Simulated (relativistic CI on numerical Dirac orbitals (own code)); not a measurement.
Charge states of thulium

These numbers are calculated, not measured: Dirac-Coulomb-Breit CI, orbitals from a KLI potential per configuration, QED by a radiative potential, valence Slater integrals scaled by 0.9 (own radial code, finite nucleus).

Each species is treated in one configuration, given outside its closed core. Radial values are for the open shell of highest l, unscaled and averaged over j; ζ includes the Breit term. Labels give the leading LS character, summed over repeated terms.

```
  Ion  Configuration  Its lowest level  LS weight (%)  Next level    E (cm⁻¹)   ζ (cm⁻¹)  F² (cm⁻¹)  F⁴ (cm⁻¹)
Tm⁴⁹⁺            3d2              3F_2             74        3P_0      160220     175400     566300     366300
Tm⁵⁰⁺             3d            2D_3/2            100      2D_5/2      448490     178900                      
Tm⁵¹⁺        3s2.3p6              1S_0            100                                                         
Tm⁵²⁺        3s2.3p5           2P°_3/2            100     2P°_1/2  2.0158e+06  1.342e+06                      
Tm⁵³⁺        3s2.3p4              3P_2             69        1S_0      141280  1.359e+06     492400           
Tm⁵⁴⁺        3s2.3p3   J = 3/2 (mixed)             48     4S°_3/2  1.9621e+06  1.376e+06     494900           
Tm⁵⁵⁺        3s2.3p2              3P_0             69        3P_1  2.0029e+06  1.393e+06     497200           
Tm⁵⁶⁺         3s2.3p           2P°_1/2            100     2P°_3/2  2.1169e+06   1.41e+06                      
Tm⁵⁷⁺            3s2              1S_0            100                                                         
Tm⁵⁸⁺             3s            2S_1/2            100                                                         
Tm⁵⁹⁺        2s2.2p6              1S_0            100                                                         
Tm⁶⁰⁺        2s2.2p5           2P°_3/2            100     2P°_1/2  8.1343e+06  5.416e+06                      
Tm⁶¹⁺        2s2.2p4              3P_2             68        1S_0      421780  5.498e+06  1.298e+06           
Tm⁶²⁺        2s2.2p3   J = 3/2 (mixed)             49     4S°_3/2  8.1018e+06   5.58e+06  1.307e+06           
Tm⁶³⁺        2s2.2p2              3P_0             69        3P_1  8.2546e+06  5.664e+06  1.316e+06           
Tm⁶⁴⁺         2s2.2p           2P°_1/2            100     2P°_3/2  8.6327e+06  5.749e+06                      
Tm⁶⁵⁺            2s2              1S_0            100                                                         
Tm⁶⁶⁺             2s            2S_1/2            100                                                         
Tm⁶⁷⁺            1s2              1S_0            100
```
